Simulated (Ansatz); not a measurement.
`[F][Ti]([Cl])([Cl])[Cl]` + HBr → `[Cl][Ti]([Cl])([Cl])[Br]` + H–F at 298.15 K and 1 bar (ligand exchange at a Ti–F bond).

Isolated molecules relaxed with PBE0-D4/def2-TZVP in Ansatz; ΔE leaves out vibrations. CBS: MP2 limit from def2 TZ/QZ plus the TZ coupled-cluster correction, frozen cores. This one scheme is used for every species. For Br, Ti outer-core shells are correlated without core-valence functions, which leaves a few kJ/mol of doubt a bond. Scalar relativity is left out up to krypton.

```csv
species,CCSD(T)/CBS energy (Eh),H − E (kJ/mol),S (J/(mol·K))
`[F][Ti]([Cl])([Cl])[Cl]`,-2328.31134,38.4,353.0
HBr,-2573.91920,24.6,198.6
`[Cl][Ti]([Cl])([Cl])[Br]`,-4801.83441,36.3,376.1
H–F,-100.39570,33.5,173.6
```

H − E and S are ideal-gas, rigid-rotor, harmonic terms from PBE0-D4/def2-TZVP. 1 Eh = 2625.50 kJ/mol, R = 8.31446 J/(mol·K).

Q: By hand: ΔE, ΔH, ΔS and ΔG.

A: ΔE = (-4801.83441) + (-100.39570) − (-2328.31134) − (-2573.91920) = 0.00043 Eh = 1.1 kJ/mol. Δ(H − E) = 36.3 + 33.5 − 38.4 − 24.6 = 6.8, so ΔH = 7.9 kJ/mol. ΔS = 376.1 + 173.6 − 353.0 − 198.6 = -1.9 J/(mol·K). ΔG = 7.9 − 298.15 × (-1.9)/1000 = 8.5 kJ/mol.

Q: By hand: the equilibrium constant, and the temperature at which ΔG would vanish if ΔH and ΔS stayed fixed.

A: log₁₀ K = −ΔG/(RT ln 10) = -1.5. ΔH and −TΔS have one sign here, so there is no such temperature.

The number of gas molecules stays the same, so ΔS is small and ΔH decides. A doubt of 5 kJ/mol in ΔE shifts log₁₀ K by 0.9 here. These are equilibria of isolated gas molecules and say nothing of rates. Largest T1 diagnostic: 0.024 (customary marks: 0.02 for closed shells, 0.045 for open ones).

ΔS is within the doubt of such terms, so its sign, and with it that verdict, could turn.
